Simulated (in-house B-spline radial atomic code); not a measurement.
Computed with a B-spline radial atomic code. Model: two electrons, singlet ground state, non-relativistic, full CI in B-splines with partial waves to l = 8 (at full coupling up to 3e-4 hartree above the limit, correlation up to 0.6 % small), density held at that of full coupling by Lieb maximisation.

Along the adiabatic connection the electron repulsion is scaled by a coupling λ while a local potential keeps the density fixed. At λ = 0 the system is the Kohn-Sham one and W equals the exchange energy; the exchange-correlation energy is the area under W between 0 and 1. The kinetic energy rises with λ as the electrons avoid each other, with dT/dλ = −λ dW/dλ.

Command:
```bash
python run_ac.py task.json out
```
Settings (lengths in bohr, energies in hartree):
```
potential              yukawa
strength               1.92
lmax                   8
second                 0.186
```

Time taken, with all properties: 60 s on 1 thread of Intel(R) Xeon(R) Processor @ 2.30GHz, with other jobs on the host.

**W = mean repulsion less Hartree energy, and W of three functionals.**

Given: confinement screened point charge; nuclear charge 1.92; screening of the nucleus 0.186 1/bohr; external potential -Z exp(-k r)/r.

Computed: LDA exchange minus exact 131.27 millihartree; PBE exchange minus exact 8.7453 millihartree.

| coupling | W xc (hartree) | W xc minus exchange (millihartree) | kinetic minus Kohn-Sham (millihartree) | LDA (PW92) W minus its exchange (millihartree) | PBE W minus its exchange (millihartree) | SCAN W minus its exchange (millihartree) |
| --- | --- | --- | --- | --- | --- | --- |
| 0 | -0.95947 | 0 | 0 | 0 | 0 | 0 |
| 0.02 | -0.96142 | -1.94 | 0.02 | -11.68 | -1.74 | -1.81 |
| 0.05 | -0.96429 | -4.816 | 0.12 | -23.81 | -4.38 | -4.46 |
| 0.12 | -0.97084 | -11.367 | 0.68 | -45.33 | -10.55 | -10.41 |
| 0.25 | -0.98245 | -22.975 | 2.82 | -75.18 | -21.82 | -20.78 |
| 0.4 | -0.99501 | -35.532 | 6.89 | -101.95 | -34.28 | -31.86 |
| 0.6 | ? | ? | ? | ? | ? | ? |
| 0.8 | ? | ? | ? | ? | ? | ? |
| 1 | -1.0378 | -78.287 | 36.27 | -175.06 | -77.72 | -69.26 |
| 1.4 | -1.061 | -101.49 | 63.99 | -209.14 | -101.78 | -89.68 |
| 2 | -1.0898 | -130.37 | 112.78 | -249.03 | -132.31 | -115.53 |
| 3 | -1.1267 | -167.19 | 203.85 | -297.98 | -172.52 | -149.55 |
| 4.5 | -1.1651 | -205.65 | 346.13 | -349.04 | -216.87 | -186.8 |
| 7 | -1.2054 | -245.91 | 573.26 | -404.67 | -267.19 | -227.94 |
| 10 | -1.2348 | -275.29 | 819.51 | -448 | -307.37 | -258.99 |

(1) What belongs in the row 0.6?

(2) What belongs in the row 0.8?

(3) What is the SCAN exchange minus exact?

**Energy parts, natural occupations and partial-wave weights.**

Computed: total energy -1.9861 hartree; exchange energy -0.95947 hartree; kinetic part of the DFT correlation energy 0.036269 hartree; initial slope twice GL2 -0.097482 hartree; Hartree energy 1.9189 hartree; Kohn-Sham kinetic 2.5468 hartree; Lieb Oxford ratio E_xc over LDA exchange 1.2092.

| natural | occupation of the shell (electrons) |
| --- | --- |
| s | 1.9816 |
| s | 0.0091464 |
| p | ? |
| d | 0.00034364 |
| p | 0.00026776 |
| s | 0.00014573 |

(4) What belongs in the row p?

```
wave      weight
   s     0.99547
   p   0.0043064
   d           ?
   f  2.6041e-05
   g  5.9337e-06
```

(5) What belongs in the row d?

(6) What is the correlation energy?

(7) What is the kinetic part over minus potential part?

Results:

(1) W xc (hartree): -1.0105; W xc minus exchange (millihartree): -51.018; kinetic minus Kohn-Sham (millihartree): 14.61; LDA (PW92) W minus its exchange (millihartree): -130.72; PBE W minus its exchange (millihartree): -49.87; SCAN W minus its exchange (millihartree): -45.42.

(2) W xc (hartree): -1.0247; W xc minus exchange (millihartree): -65.221; kinetic minus Kohn-Sham (millihartree): 24.53; LDA (PW92) W minus its exchange (millihartree): -154.57; PBE W minus its exchange (millihartree): -64.32; SCAN W minus its exchange (millihartree): -57.83.

(3) -5.9705 millihartree.

(4) occupation of the shell (electrons): 0.0083196.

(5) weight: 0.00019224.

(6) -0.042017 hartree.

(7) 0.46329.

Half-way to full coupling W has made 55 % of its drop, against 50 % for a straight line, and second-order (GL2) theory, half the initial slope, overshoots the correlation energy by about 16 %: a moderate bend, as in light atoms. Over couplings 0 to 1 the errors in E_xc come to about +64 millihartree for LDA, +10 millihartree for PBE, -1.4 millihartree for SCAN, so SCAN is nearest. In LDA and SCAN the errors of exchange and correlation have opposite signs, so the sum is smaller than the larger of the two.
